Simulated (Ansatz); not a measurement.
Consider the formal exchange of groups at a C–C bond: `CC[O][InH][CH3]` + `C=C=C(C)F` → `CC=C=C(C)F` + `C[O][InH][CH3]`.

Gas-phase electronic energies from Ansatz, PBE0-D4/def2-TZVP geometries. CCSD(T)/CBS adds triple-zeta CCSD(T) − MP2 to the extrapolated MP2 energy (def2 sets, frozen cores). Elements past krypton have def2 core potentials. For In outer-core shells are correlated without core-valence functions, which leaves a few kJ/mol of doubt a bond. One conformer a species, not always the lowest.

```csv
level,ΔE (kcal/mol)
MP2/CBS(def2),0.7
CCSD/CBS(def2),1.1
```

Question: What does CCSD(T)/CBS give? (An estimate is asked.)

Answer: Ansatz gave: +1.2 kcal/mol. The listed levels differ from it by -0.5, -0.1 kcal/mol.

Largest T1 diagnostic among the species: 0.015.
